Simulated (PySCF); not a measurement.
Adding and removing an electron: SrH

UHF-CCSD(T); PySCF, scalar-relativistic core potentials, basis sets Sr def2-TZVP with ECP28, H def2-TZVP. Neutral (UHF): doublet (σ ↑), Re = 2.188 Å, ωe = 1133 cm⁻¹, De = 1.35 eV.

SrH⁺ (RHF): singlet (closed shell), Re = 2.065 Å, ωe = 1333 cm⁻¹, De = 1.75 eV to Sr⁺ + H. The energies at the minima are -31.07640 hartree for SrH and -30.88540 for SrH⁺.

Task: Work out the adiabatic ionisation energy, without and with harmonic zero-point energies (1 hartree = 27.2114 eV, 1 eV = 8065.5 cm⁻¹), and the change of the bond length.

Result: At CCSD(T): 0.19100 hartree = 5.197 eV between the minima; the zero-point term (1333.0 − 1133.0)/2 cm⁻¹ = +0.012 eV makes it 5.210 eV. Re changes by -12.3 pm against the neutral. The electron leaves a σ orbital, and the shorter bond of the ion fits an antibonding orbital, or a change in how ionic the bond is.

Correlated steps freeze no core orbitals. For an ion De counts to the pair picked by the measured ionisation energies or electron affinities, which need not be the lowest pair at this level. Where the molecule has an RHF reference, its open-shell atoms are computed with UHF. The CCSD T1 diagnostic is raised in SrH⁺, a sign that a single reference may not be enough there. States were picked by a PBE0 search and need not be the measured ground states.

Neutral and ion stand on different kinds of reference determinant, which adds to the error of the difference.
